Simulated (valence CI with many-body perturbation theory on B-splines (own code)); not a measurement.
**Tl XXXII: magnetic and hyperfine properties of the levels**

Level of theory: configuration interaction combined with many-body perturbation theory (CI+MBPT): four valence electrons over a frozen Dirac-Fock core [Kr] 4d10, radial functions for each j: 7 s, 7 p, 7 d, 7 f, 4 g, 2 h, with the one-electron correlation potential Σ1 (screened to all orders), the two-electron term Σ2, the three-electron term Σ3, Breit, model QED; selected single and double excitations, second order for the rest, scaled by the run's own slope (own B-spline code, finite nucleus).

The last digits are not significant, and no measured levels were compared; by estimate large intervals hold to a few tenths of a per cent, small ones and those within an open d or f shell to about a per cent. Excitations out of the core, of the other parity, are not computed and may begin above about 195 eV (a cautious bound); beyond it only levels of the ground parity were kept, without lifetimes.

A/g_I is the dipole constant over the nuclear g factor μ/I (μ in nuclear magnetons, uniformly magnetised nucleus), B/Q the quadrupole constant per barn. Both hold the static response of the core; the bare values leave it out. Large factors of s and p1/2 electrons are usually good to 5 to 10 %; those of open d and f shells near neutrality can be off by tens of per cent, and small factors of p3/2, d and f electrons come from cancelling terms and can be off by a factor of two or in sign, in half-filled shells by more. B is blank for J = 1/2, where it vanishes, and for nearly pure S terms. Energies count from the lowest level. Levels with J = 0 are left out.

Levels are named by their leading jj configuration (3d3/2^4 stands for four electrons in 3d with j = 3/2), which in mixed levels can hold well under half, so a name can repeat and another be missing. Letters in brackets count levels of one name in rising energy.

| Level | E (cm⁻¹) | g | A/g_I (MHz) | A/g_I bare | B/Q (MHz/b) | B/Q bare |
| --- | --- | --- | --- | --- | --- | --- |
| (4f5/2^4) J=4 | 0.0 | 0.678 | 7080 | 6590 | -3790 | -3420 |
| (4f5/2^3 4f7/2) J=5 [a] | 31540 | 0.918 | 5200 | 5160 | -3010 | -2740 |
| (4f5/2^4) J=2 | 39849 | 0.898 | 6240 | 6260 | 4360 | 3960 |
| (4f5/2^3 4f7/2) J=6 [a] | 52780 | 1.028 | 4510 | 4700 | -1780 | -1650 |
| (4f5/2^3 4f7/2) J=4 [a] | 60879 | 0.998 | 5190 | 5370 | -5070 | -4580 |
| (4f5/2^3 4f7/2) J=1 [a] | 62330 | 0.165 | 12900 | 11700 | 1040 | 934 |
| (4f5/2^3 4f7/2) J=7 | 65069 | 1.064 | 4410 | 4680 | 662 | 526 |
| (4f5/2^3 4f7/2) J=3 [a] | 71851 | 1.072 | 4400 | 4690 | -2020 | -1840 |
| (4f5/2^3 4f7/2) J=8 | 73489 | 1.078 | 4390 | 4700 | 3660 | 3190 |
| (4f5/2^3 4f7/2) J=2 [a] | 74738 | 0.678 | 7480 | 7030 | -2870 | -2560 |
| (4f5/2^3 4f7/2) J=3 [b] | 78409 | 0.980 | 4800 | 4880 | 3310 | 3010 |
| (4f5/2^3 4f7/2) J=2 [b] | 80181 | 1.534 | 550 | 1670 | -927 | -899 |
| (4f5/2^2 4f7/2^2) J=6 [a] | 91811 | 0.920 | 5020 | 4970 | 72.1 | 85.2 |
| (4f5/2^3 4f7/2) J=5 [b] | 92060 | 1.154 | 3580 | 4000 | -1320 | -1290 |
| (4f5/2^2 4f7/2^2) J=7 [a] | 99229 | 1.012 | 4410 | 4540 | 1900 | 1690 |
| (4f5/2^2 4f7/2^2) J=4 [a] | 101170 | 1.226 | 2820 | 3350 | 5630 | 5060 |
| (4f5/2^2 4f7/2^2) J=8 [a] | 106840 | 1.062 | 4150 | 4380 | 4190 | 3700 |
| (4f5/2^2 4f7/2^2) J=4 [b] | 115730 | 1.020 | 4630 | 4810 | -2690 | -2410 |
| (4f5/2^2 4f7/2^2) J=2 [a] | 118570 | 1.127 | 3590 | 3940 | 2720 | 2470 |
| (4f5/2^2 4f7/2^2) J=3 [a] | 120000 | 0.908 | 5230 | 5170 | -3580 | -3230 |
| (4f5/2^2 4f7/2^2) J=5 [a] | 122900 | 1.252 | 2680 | 3270 | 5620 | 5040 |
| (4f5/2^2 4f7/2^2) J=2 [b] | 125960 | 1.131 | 2430 | 2660 | -577 | -565 |
| (4f5/2^2 4f7/2^2) J=1 [a] | 126230 | 1.076 | 4320 | 4610 | 217 | 188 |
| (4f5/2^2 4f7/2^2) J=5 [b] | 126700 | 0.987 | 4310 | 4360 | 1000 | 862 |
| (4f5/2^3 4f7/2) J=4 [b] | 128780 | 1.165 | 3350 | 3780 | -3390 | -3130 |
| (4f5/2^3 4f7/2) J=1 [b] | 129450 | 1.449 | -322 | 468 | 1540 | 1370 |
| (4f5/2^2 4f7/2^2) J=8 [b] | 133160 | 1.007 | 4570 | 4700 | 5410 | 4900 |
| (4f5/2^2 4f7/2^2) J=3 [b] | 133490 | 1.253 | 2180 | 2720 | 963 | 850 |
| (4f5/2^2 4f7/2^2) J=9 | 133500 | 1.041 | 4320 | 4520 | 10300 | 9220 |
| (4f5/2^2 4f7/2^2) J=6 [b] | 134090 | 1.207 | 3220 | 3750 | 821 | 641 |
| (4f5/2^2 4f7/2^2) J=5 [c] | 136320 | 1.108 | 4090 | 4440 | -1400 | -1260 |
| (4f5/2^2 4f7/2^2) J=4 [c] | 140390 | 1.126 | 3110 | 3400 | 3140 | 2780 |
| (4f5/2^2 4f7/2^2) J=2 [c] | 141730 | 0.736 | 7930 | 7700 | 966 | 920 |
| (4f5/2^2 4f7/2^2) J=6 [c] | 143280 | 1.059 | 4240 | 4470 | 918 | 809 |
| (4f5/2 4f7/2^3) J=7 [a] | 147920 | 1.010 | 4170 | 4270 | 1510 | 1380 |
| (4f5/2^2 4f7/2^2) J=2 [d] | 148030 | 1.398 | 873 | 1660 | 1320 | 1180 |
| (4f5/2^2 4f7/2^2) J=7 [b] | 151630 | 1.066 | 4240 | 4500 | 2180 | 1950 |
| (4f5/2 4f7/2^3) J=8 [a] | 154500 | 1.060 | 3840 | 4040 | 3780 | 3380 |

Problem. Take the isotope of mass number 205, with I = 1/2, μ = 1.632 μN. What is the hyperfine structure of (4f5/2^3 4f7/2) J=7?

Solution. From the table A = 14400 MHz. Shifts from the centre of gravity in MHz: F = 13/2: -57600, F = 15/2: 50400.
